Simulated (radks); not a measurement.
Results of a calculation; reference values are marked as such.
Q: The mean radii <r> (bohr) of the occupied orbitals of an atom or ion are listed with their occupations. Level of theory: scalar-relativistic Kohn-Sham, revPBE, spin-polarised, spherical densities, point nucleus (a radial shooting solver on a logarithmic mesh with Libxc functionals).

orbital  occ.     <r>
1s          2  0.1201
2s          2  0.6225
2p          6  0.5973

Name the element and its charge. Open shells, if any, are filled with parallel spins first.

A: Z = 13, aluminium, charge +3: Al3+ in [Ne]. The 1s radius gives Z: for a bare nucleus <r> = (2 gamma + 1)/(2Z) with gamma = sqrt(1 - (Z/c)^2), 0.115 bohr for Z = 13, and screening makes it slightly larger (0.1201 here). The occupations add up to 10, and the charge is Z minus that.
